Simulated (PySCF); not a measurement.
Computed IR spectrum (relative IR intensity) of a molecule C₃H₆OSi. Coordinates come from a ωB97X-D3(BJ)/def2-SVP optimisation. Other conformers were not sampled. Computed with PySCF 2.14.0 with ωB97X-D3(BJ)/def2-SVP. Frequencies are harmonic and unscaled.

Lines under 2 % of the strongest are left out, and lines within 2 cm⁻¹ are merged.

ν (cm⁻¹): 325 (w), 406 (vw), 413 (w), 579 (w), 635 (m), 734 (vw), 921 (vs), 954 (m), 961 (m), 1031 (w), 1069 (w), 1085 (w), 1416 (m), 1716 (m), 1801 (m), 2251 (m), 2275 (m), 2280 (m) (against the strongest line: vs over 80 %, s over 45 %, m over 15 %, w over 4 %, vw less)

### Question
Which structure fits?
A. [SiH3][C@@H]1C=CO1
B. C=C1OC[SiH2]1
C. C=C[SiH2]C=O
D. C=CC(=O)[SiH3]

### Answer
D, C=CC(=O)[SiH3]
